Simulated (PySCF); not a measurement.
Gas-phase reaction: 2 SiI4 + SiH3I → 3 SiI2 + 3 HI

Computed with PySCF (xtb for GFN2) and rigid-rotor harmonic-oscillator thermochemistry at 1 bar. † marks an energy on the PBE0/def2-TZVP geometry and frequencies; other levels use their own. MP2 and CCSD(T) freeze the core. All species are closed-shell singlets. I: scalar-relativistic def2 core potential, no spin-orbit coupling. MP2 isn't extrapolated to the basis-set limit; its ΔH°(298 K) is 610.5 kJ in def2-SVP and 680.6 kJ in def2-TZVPP. CCSD(T) isn't extrapolated to the basis-set limit. The harmonic model lacks anharmonicity and excited electronic states, which grow with temperature; levels with a mode under 35 cm⁻¹ are left out. Soft modes under 120 cm⁻¹ make the harmonic entropy rough for SiI4, SiI2.

| level | ΔE electronic, kJ | ΔH°(298 K), kJ | ΔS°(298 K), J/K | ΔG°(1600 K), kJ |
|---|---|---|---|---|
| BLYP/def2-TZVP† | 451 | 427 | 484 | -318 |
| CCSD(T)/def2-SVP† | 547 | 523 | 484 | -222 |
| GFN2-xTB | 501 | 477 | 474 | -249 |
| MP2/def2-SVP† | 635 | 611 | 484 | -134 |
| PBE0/def2-TZVP | 619 | 594 | 484 | -150 |
| LDA/def2-TZVP† | 647 | 622 | 484 | -122 |
| ωB97M-V/def2-TZVP† | 621 | 596 | 484 | -148 |
ΔH° is lowest at BLYP/def2-TZVP† and highest at LDA/def2-TZVP†. No reference value is set beside these.
